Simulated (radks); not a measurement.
These are the eigenvalues of the occupied orbitals of an atom or ion with whole-number occupations (hartree). Method: scalar-relativistic Kohn-Sham, SCAN, spin-polarised, spherical densities, finite nucleus; meta-GGA in the generalised Kohn-Sham scheme; Fermi nuclear charge, rms radius of each element as measured or else 0.836 A^(1/3) + 0.57 fm; computed with a radial shooting solver on a logarithmic mesh with Libxc functionals.

orbital  eigenvalue
1s        -3514.125
2s        -874.1798

Which element is it, and in what charge state? The configuration may be excited. Open shells, if any, are filled with parallel spins first.

Answer. Z = 81, thallium, charge +77: Tl77+ in [He] 2s2. The 1s level, -3514.1 hartree, gives Z - s = 83.8 by -(Z - s)^2/2, which with screening and relativity narrows Z to a few neighbours, and with so few levels the electron count can be read from the list.
